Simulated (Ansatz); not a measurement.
Geometry optimisation, UKS r2SCAN/cc-pVDZ (Ansatz 0.2.0).

input.yaml

```yaml
crystal:
  periodic: [false, false, false]
  atoms:
    - { symbol: B, position_ang: [0.0, -7.0e-06, -0.416641] }
    - { symbol: F, position_ang: [-3.0e-06, -1.3e-05, 2.098362] }
    - { symbol: Cl, position_ang: [1.546797, 5.0e-06, -1.197556] }
    - { symbol: Cl, position_ang: [-1.546796, 5.0e-06, -1.197558] }
    - { symbol: F, position_ang: [3.0e-06, 1.0e-05, 3.433393] }
magnetization:
  spin_polarized: true
  initial_magnetization: 1
basis:
  gaussian: { orbitals: cc-pVDZ }
hamiltonian:
  xc: r2scan
relax:
  f_tol: 0.03
  max_steps: 50
output:
  orbitals: {}
```

Launched with:

```bash
$ ansatz run input.yaml --threads 4 --pin off --max-ram 5120MiB --backend cpu --events-out ev --progress --plain --runs-dir out
```

Task: Where does it end, and by what steps?

Result: The run converged. The force dipped under the threshold on the way, but the program's further checks kept it going. After 24 steps the energy has fallen by 5.398 eV; F2 moved furthest, 1.12 Å. Joined: B1–F2 (2.52 → 1.34 Å).

```csv
step,energy less start (eV),largest force component (eV/Å),accepted
0,0.0000,5.975,yes
1,-0.4631,5.019,yes
2,-1.4342,6.779,yes
3,-3.2165,6.879,yes
4,-4.7465,4.925,yes
5,-4.9226,7.058,yes
6,-5.3266,0.969,yes
7,-5.3391,0.223,yes
8,-5.3399,0.012,yes
9,-5.3400,0.011,yes
10,-5.3400,0.019,yes
11,-5.3400,0.023,yes
12,-5.3400,0.017,yes
13,-5.3401,0.081,yes
14,-5.3404,0.309,yes
15,-5.3408,0.469,yes
16,-5.3420,0.481,yes
17,-5.3457,0.440,yes
18,-5.0996,2.249,no
19,-5.3593,0.290,yes
20,-5.3686,0.166,yes
21,-5.3754,0.258,yes
22,-5.3832,0.511,yes
23,-5.3943,0.257,yes
24,-5.3975,0.030,yes
```

```xyz
5
Properties=species:S:1:pos:R:3
B 0.209 0.024 0.021
F 0.726 0.110 1.249
Cl 1.318 -0.075 -1.327
Cl -1.520 0.019 -0.191
F -0.733 -0.077 2.969
```

Run time: 2.1 min on 4 threads of Intel(R) Xeon(R) Platinum 8223CL CPU @ 3.00GHz (Skylake/Cascade Lake), on a shared host, peak memory 0.26 GiB.
